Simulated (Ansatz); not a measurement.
```yaml
crystal:
  periodic: [false, false, false]
  atoms:
    - {symbol: O, position_ang: [-0.162012, 1.643849, -0.897310]}
    - {symbol: Si, position_ang: [-0.337639, 0.435559, -1.978820]}
    - {symbol: N, position_ang: [-0.066737, -0.802260, -0.678874]}
    - {symbol: Si, position_ang: [0.093228, -0.622803, 1.246683]}
    - {symbol: H, position_ang: [-0.431819, 2.613070, -1.329061]}
    - {symbol: H, position_ang: [-0.842636, 0.189399, 1.752979]}
    - {symbol: H, position_ang: [0.100177, -1.780199, -0.974838]}
    - {symbol: H, position_ang: [0.276853, -1.842283, 1.691420]}
    - {symbol: H, position_ang: [1.462781, 0.294390, 1.305755]}
basis:
  gaussian: {orbitals: cc-pVDZ, nuclear_model: gaussian, point_charges: [{charge: -1.00, position_ang: [4.196, -0.760, 0.001]}]}
total_charge: 1
magnetization: {spin_polarized: true, initial_magnetization: 1}
hamiltonian: {xc: {name: HSE06}}
scf: {lower_state_search: light}
```

```sh
$ ansatz run in.yaml --threads 2 --pin off --events-out ev --progress --plain --max-ram 4352MiB
```

It prints (some lines left out):

```
Functional definition: HSE06
847 factors; integrals over basis functions are off by at most 1.5e-3 eV
92 factors; integrals over basis functions are off by at most 4.6e-7 eV
mean field evaluation 1: about -19335.1507 eV, gradient 7.0e1 eV
mean field evaluation 2: about -19226.3397 eV, gradient 1.5e2 eV
mean field evaluation 4: about -19351.6710 eV, gradient 2.2e1 eV
mean field evaluation 8: about -19356.4035 eV, gradient 2.9e0 eV
mean field evaluation 16: about -19356.6731 eV, gradient 5.3e-2 eV
mean field evaluation 32: about -19356.6731 eV, gradient 2.3e-5 eV
mean field -19356.67314195 eV, -711.3446175425 hartree, gradient 1.5e-5 eV, S^2 0.782339; 3 other end points of the search recorded, 0 dependent functions left out
reference -19356.67317795 eV, -711.3446188655 hartree; 24, 23 occupied and 65, 66 virtual orbitals, 847 factors
Total energy: -19356.67317795 eV, -711.3446188655 hartree
```

Run time 6 s (2 threads of an Arm Neoverse V1 on a shared host); peak host memory 0.24 GiB.
